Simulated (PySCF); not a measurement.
## Cu²⁺ (copper, charge +2): UHF calculation

Configuration: [Ar] 3d9, 2D determinant. Computed with PySCF 2.14 in aug-cc-pVDZ-DK (7s6p4d2f, 59 functions), with the spin-free X2C one-electron Hamiltonian (Gaussian nucleus).

```
Total energy                                                  : -1652.275260 hartree
One-electron energy                                           : -2280.3136 hartree
Hartree (Coulomb) energy                                      : 694.1269 hartree
Exchange energy                                               : -66.0886 hartree
⟨S²⟩                                                          : 0.7512
⟨L²⟩                                                          : 6.012
Sum of ⟨r⟩                                                    : 15.85 bohr
Sum of ⟨r²⟩                                                   : 15.06 bohr²
Traceless quadrupole moment −½Σ⟨3z² − r²⟩ along its main axis : -0.332 e·bohr²
Langevin diamagnetic susceptibility                           : -11.9 ×10⁻⁶ cm³/mol
Time after the integrals                                      : 0.27 s of wall time on 1 thread of Neoverse-V2 (shared host)
```

| shell | electrons | mean orbital energy (eV) | spread (eV) | rms radius, mean of both spins (bohr) |
| --- | --- | --- | --- | --- |
| 1s α | 1 | -9073.3 | 0 | 0.0601 |
| 1s β | 1 | -9073.3 | 0 | 0.0601 |
| 2s α | 1 | -1160.8 | 0 | 0.254 |
| 2s β | 1 | -1159.6 | 0 | 0.254 |
| 2p α | 3 | -1001.4 | 1.212 | 0.228 |
| 2p β | 3 | -1000.3 | 0.012 | 0.228 |
| 3s α | 1 | -168.22 | 0 | 0.763 |
| 3s β | 1 | -165.35 | 0 | 0.763 |
| 3p α | 3 | -119.49 | 2.455 | 0.810 |
| 3p β | 3 | -116.07 | 1.553 | 0.810 |
| 3d α | 5 | -40.561 | 2.901 | 1.03 |
| 3d β | 4 | -38.910 | 2.287 | 1.03 |

Densities and radii are taken from the X2C orbitals without a picture-change correction, which distorts them close to the nucleus.
